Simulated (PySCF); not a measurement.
SMILES C[Si](C)(O)O[Si](O)(O)O (C₂H₁₀O₅Si₂) (GFN2-xTB optimised geometry):

```
19

Si    -0.811    -0.663     0.000
O      0.808    -0.663     0.000
O     -1.303    -1.486    -1.312
O     -1.263     0.906     0.000
O     -1.477    -1.332     1.304
Si    -1.913    -0.787     2.799
C     -0.400    -0.914     3.942
C     -3.359    -1.880     3.350
O     -2.406     0.758     2.652
H      1.263    -1.498    -0.057
H     -2.212    -1.765    -1.366
H     -0.794     1.498    -0.583
H     -0.100    -1.945     4.100
H      0.450    -0.385     3.522
H     -0.612    -0.482     4.915
H     -4.202    -1.803     2.670
H     -3.699    -1.576     4.333
H     -3.072    -2.925     3.408
H     -2.174     1.187     1.825
```

Calculation: PySCF 2.14.0 with B3LYP/def2-SVP.

### Question
What are the frontier orbital energies and the dipole moment?

### Answer
HOMO-2 -8.68 eV, HOMO-1 -8.54 eV, HOMO -7.40 eV, LUMO 0.60 eV, LUMO+1 1.77 eV; dipole moment 1.78 D.

On the same geometry PySCF with PBE/def2-SVP gives HOMO-2 -7.16 eV, HOMO-1 -7.05 eV, HOMO -6.16 eV, LUMO 0.05 eV, LUMO+1 1.21 eV; dipole moment 1.77 D.

Meta-Löwdin charges at B3LYP/def2-SVP: Si1 1.54, O2 -0.71, O3 -0.71, O4 -0.72, O5 -0.82, Si6 1.28, C7 -0.57, C8 -0.56, O9 -0.73, H10 0.34, H11 0.34, H12 0.34, H13 0.11, H14 0.11, H15 0.11, H16 0.11, H17 0.11, H18 0.11, H19 0.33.
